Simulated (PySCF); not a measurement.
Atoms are numbered as in `[F:1][C@H:2]1[CH2:3][O:4][CH2:5][CH2:6][O:7]1`. Hydrogens are named by the atom that carries them. Ha(C3), Ha(C5), Ha(C6) are cis to F1 on the ring; Hb(C3), Hb(C5), Hb(C6) are trans to F1 on the ring.

How the numbers were obtained: couplings computed with B3LYP/pcJ-1 (spin–dipole term only in couplings to heteroatoms), structure optimised with GFN2-xTB, shielding tensors at PBE0/pcSseg-1 (GIAO), in PySCF 2.14 (one computed conformer, relativity neglected, gas phase).

δ = σ(ref) − σ, references computed at the same level: ¹H (σ = 31.72 ppm) vs TMS.

The spectrum was simulated from the full spin Hamiltonian at 700 MHz with 0.6 Hz Lorentzian lines, from shifts rounded to 0.01 ppm and J to 0.1 Hz, couplings under 1 Hz left out.

Problem. List the maxima of its ¹H spectrum with integrals.

Solution. 
Maxima in ppm (height), grouped by integral:
1H: 5.463 (29), 5.462 (56), 5.461 (46), 5.460 (46), 5.459 (56), 5.458 (29), 5.382 (29), 5.381 (56), 5.380 (46), 5.379 (46), 5.378 (56), 5.377 (29)
1H: 4.670 (25), 4.669 (25), 4.666 (26), 4.664 (25), 4.653 (41), 4.652 (41), 4.649 (42), 4.648 (41), 4.636 (27), 4.635 (27), 4.632 (28), 4.631 (27)
1H: 4.053 (89), 4.044 (90), 4.036 (100), 4.027 (100)
1H: 3.939 (43), 3.935 (44), 3.922 (72), 3.919 (74), 3.905 (52), 3.902 (53)
2H: 3.791 (58), 3.789 (59), 3.787 (58), 3.785 (57), 3.774 (46), 3.772 (47), 3.770 (46), 3.768 (45), 3.754 (52), 3.752 (51), 3.737 (46), 3.734 (46), 3.705 (51), 3.703 (51), 3.688 (46), 3.685 (46)
1H: 3.500 (98), 3.496 (96), 3.484 (95), 3.480 (93)

Problem. Summarise it as multiplets with assignments.

Solution. ¹H NMR (700 MHz, computed): δ 5.42 (dq, J = 56.9, 1.3 Hz, 1H, H(C2)), 4.65 (tdd, J = 11.9, 2.8, 1.0 Hz, 1H, Ha(C6)), 4.04 (dd, J = 12.2, 6.3 Hz, 1H, Ha(C3)), 3.92 (td, J = 11.9, 2.7 Hz, 1H, Hb(C5)), 3.78 (ddd, J = 11.7, 2.8, 1.1 Hz, 1H, Ha(C5)), 3.72 (ddd, J = 34.4, 12.2, 1.7 Hz, 1H, Hb(C3)), 3.49 (dd, J = 11.7, 2.7 Hz, 1H, Hb(C6)). These are first-order names; overlap and second-order distortion can hide them in the list.

Splittings below 1 Hz are ignored in the labels, and close J values are merged. Unscaled 3J(H,H) at this level run about 10 % above measured values.
